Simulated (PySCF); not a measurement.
## How methods differ on the ionisation energy of Pb⁷⁵⁺

Pb⁷⁵⁺ [He] 2s2 2p3 (4S) → Pb⁷⁶⁺ [He] 2s2 2p2 (3P), as a difference of total energies. Calculation: PySCF 2.14, in an uncontracted even-tempered set (18 s from 59 bohr⁻², ratio 2.2; 13 p from 76 bohr⁻², ratio 2.2; 5 d from 280 bohr⁻², ratio 2.4; 5 f from 420 bohr⁻², ratio 2.4; 4 g from 630 bohr⁻², ratio 2.4); the spin-free X2C one-electron Hamiltonian (Gaussian nucleus). Correlated levels: nothing frozen; virtual orbitals above 40 to 60 times the deepest correlated orbital energy dropped. The calculations carry no spin-orbit coupling.

```json
{"method": "UHF", "ionisation energy (eV)": "21535.6"}
{"method": "LDA", "ionisation energy (eV)": "21525.3"}
{"method": "PBE", "ionisation energy (eV)": "21528.4"}
{"method": "PBE0", "ionisation energy (eV)": "21530.5"}
{"method": "r2SCAN", "ionisation energy (eV)": "21536.2"}
{"method": "MN15", "ionisation energy (eV)": "21540.4"}
{"method": "M06", "ionisation energy (eV)": "21536.6"}
{"method": "MP2 (all electrons)", "ionisation energy (eV)": "21536.0"}
{"method": "SCS-MP2 (all electrons)", "ionisation energy (eV)": "21535.5"}
```

Spin-orbit coupling is strong in these open shells (close to jj coupling). The scalar numbers leave it out and a first-order estimate fails, so it can dominate the gap to the real levels.

For this ion Breit and QED terms and the two-electron picture change, all absent here, outweigh the differences among the correlated methods.

For comparison: 20750 ± 100 eV (theoretical estimate listed by NIST; NIST Atomic Spectra Database, ionization energies).
